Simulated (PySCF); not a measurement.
**C$_{8}$H$_{7}$N: full NMR table**

```
Formula                               : C8H7N
SMILES                                : C=C1C=C(CC#N)C1=C
Point group of the computed structure : C1
Degrees of unsaturation               : 6
Carbon signals                        : 8
Proton signals                        : 6
```

Atom-mapped SMILES (the numbers label the heavy atoms): `[CH2:1]=[C:2]1[CH:3]=[C:4]([CH2:5][C:6]#[N:7])[C:8]1=[CH2:9]` (H(Xn): hydrogen on atom n). Ha(C9) is cis to C2; Ha(C1) is cis to C3; Hb(C9) is trans to C2; Hb(C1) is trans to C3.

All values are calculated (PySCF): GIAO PBE0/pcSseg-1 shieldings, geometry from GFN2-xTB. Fast rotation and ring inversion assumed for equivalent nuclei, a single conformation, relativity neglected, no solvent model.

Referencing at the same level of theory: 1H (σref 31.72), 13C (σref 186.93) against TMS; 15N (σref 267.73) vs NH3.

| carbon | δC, type | δH (multiplicity) | HMBC from (2–3 bonds) | span of the C tensor (ppm) |
| --- | --- | --- | --- | --- |
| C1 | 101.6, CH2 | Hb(C1) 5.17 (m); Ha(C1) 5.07 (m) | H(C3) | 177 |
| C2 | 153.4, C | – | H(C3), Hb(C9), Ha(C9), Hb(C1), Ha(C1) | 210 |
| C3 | 153.4, CH | 7.16 (s) | Hb(C1), Ha(C1), H(C5) | 199 |
| C4 | 157.2, C | – | H(C3), Hb(C9), Ha(C9), H(C5) | 212 |
| C5 | 17.4, CH2 | 3.31 (s) | H(C3) | 25 |
| C6 | 119.2, C | – | H(C5) | 338 |
| C8 | 154.2, C | – | H(C3), Hb(C9), Ha(C9), Hb(C1), Ha(C1), H(C5) | 201 |
| C9 | 101.9, CH2 | Ha(C9) 5.30 (m); Hb(C9) 5.31 (m) | – | 181 |

Other nuclei:
| atoms | nucleus | environment | δ (ppm) | σ (ppm) |
| --- | --- | --- | --- | --- |
| N7 | 15N | nitrile nitrogen | 302.2 | -34.4 |

- Carbon types of the structure: 4 × C, 1 × CH, 3 × CH2, which accounts for all hydrogens.
- δC 157.2, 154.2, 153.4: fully substituted alkene carbon; the olefinic region.
- δC 153.4: alkene CH; as expected for a trigonal carbon in a double bond.
- δC 119.2: nitrile carbon; C≡N carbons fall here, among the sp2 signals but without a proton.
- δC 101.9, 101.6: terminal =CH2 carbon; as expected for a trigonal carbon in a double bond.
- δH 5.31, 5.30, 5.17, 5.07: hydrogen on a terminal =CH2 carbon; a vinylic proton, deshielded by the sp2 carbon and the C=C anisotropy.

Shifts are as computed. Against solution values, carbons near 30 ppm lie about +3 ppm off and those near 130 ppm about +5 ppm (rms about the fit 2.1 ppm; single classes can miss by 10 ppm). Of 1328 compounds with measured shifts, 309 miss one by over three times the rms of a fit or turn the order of signals round; such compounds aren't used in these exercises. Signals without a measured value on file couldn't be tested in this way; 1H shifts scatter by 0.2 ppm about their fit, and single ones miss by 0.5 ppm. Experimental scales use liquid or dissolved standards, which lie at an offset from isolated NH3 (liquid NH3: subtract about 20 ppm). Unscaled 15N shifts of sp2 nitrogen often come out too high even then, by a few to some tens of ppm. Multiplicities follow the n + 1 count of equivalent neighbours, as no J values were calculated; m marks all less simple cases, F and P coupling included.
